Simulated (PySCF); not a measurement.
**Static response to an electric field**

Species: C4H10OSSi.
Numbering: `[CH2:1]=[CH:2][CH2:3][O:4][SiH2:5][S:6][CH3:7]` (hydrogens: H8, H9 on C1; H10 on C2; H11, H12 on C3; H13, H14 on Si5; H15, H16, H17 on C7)

Cartesian coordinates in Å at the GFN2-xTB level; atoms count from 1:
```
atom  x, y, z in Å
C1    -2.0913    0.9724    1.0021
C2    -2.3072    0.4786   -0.2010
C3    -1.2520   -0.1041   -1.0944
O4     0.0029   -0.1949   -0.4916
Si5    0.5816   -1.3943    0.4248
S6     2.3333   -0.5575    1.3108
C7     2.9319    0.5520   -0.0067
H8    -2.8874    1.3807    1.5994
H9    -1.1059    0.9889    1.4365
H10   -3.2943    0.4724   -0.6425
H11   -1.1378    0.5363   -1.9795
H12   -1.5795   -1.0944   -1.4371
H13    0.9164   -2.5374   -0.4239
H14   -0.2745   -1.7853    1.5330
H15    2.0989    1.1283   -0.3927
H16    3.3903   -0.0372   -0.7943
H17    3.6676    1.2074    0.4464
```

Level: CAM-B3LYP/def2-SVPD (PySCF), static field, nuclei fixed, core orbitals frozen in the response. The polarisability tensor in these axes (au):

```
x   106.66   2.19   3.66
y     2.19  89.14   3.08
z     3.66   3.08  95.93
```

**Question.** Give the principal values, the mean and the anisotropy Δα = √{½[(α1 − α2)² + (α2 − α3)² + (α1 − α3)²]}.

**Answer.** Principal values 87.92, 95.54 and 108.27 au; mean 97.24 au = 14.41 Å³ = 16.03 × 10⁻⁴⁰ C²·m²/J; Δα = 17.81 au (18 % of the mean).

**Question.** What is the dipole moment, and where does it point?

**Answer.** (-1.54, 0.32, -1.88) D, 2.45 D in size, pointing from the negative to the positive side. Measured along this direction, the outermost atoms are S6 and H17 at the negative end and H10 at the positive end.

**Question.** Form Σ f/ω² (atomic units) for the 8 lowest TDDFT singlets, given as eV and f, and set it beside the mean polarisability, which is this sum over all singlets: 5.48, 0.0019; 6.16, 0.0273; 6.75, 0.0153; 7.09, 0.0194; 7.13, 0.0049; 7.20, 0.0164; 7.26, 0.0150; 7.37, 0.0045.

**Answer.** They add up to 1.69 au, 1.7 % of the 97.24 au; the largest single term is 0.53 au, from the state at 6.16 eV. Terms in order: 0.05, 0.53, 0.25, 0.29, 0.07, 0.23, 0.21, 0.06 au. Higher excitations give the rest. The strengths listed sum to 0.105.

**Question.** Rayleigh depolarisation ratio (linearly polarised light, static tensor)?

**Answer.** ρ = 3Δα²/(45ᾱ² + 4Δα²) = 951.7/(425525 + 1269.0) = 0.00223.

**Question.** Along which axes do the principal values lie, and how far do the nuclei extend along each?

**Answer.** Largest value along (0.94, 0.16, 0.32), where the nuclei span 6.97 Å; middle along (-0.35, 0.31, 0.88), 4.76 Å; least along (-0.04, 0.94, -0.34), 3.51 Å. The response follows the extents in order.

**Question.** What molar refraction does this α imply?

**Answer.** Lorentz–Lorenz: R = (4π/3)N_A α = 2.5225 cm³/(mol·Å³) × 14.41 Å³ = 36.3 cm³/mol, in the limit of long wavelengths.

**Question.** Orientational against electronic polarisability at 400 K (dilute gas, rigid molecules)?

**Answer.** In Gaussian units μ²/3kT = 36.24 Å³ against 14.41 Å³, a ratio of 2.51; the Debye molar polarisation (4π/3)N_A(α + μ²/3kT) is 127.8 cm³/mol, leaving out the vibrational part.

Geometry: GFN2-xTB, one conformer, isolated molecule.

These values come from a run that also computed excited states. The run took 68 s on one thread, Arm Neoverse V2 (aarch64), shared host with 96 logical CPUs at a one-minute load of 74, and the process peaked at 1.0 GiB of memory.
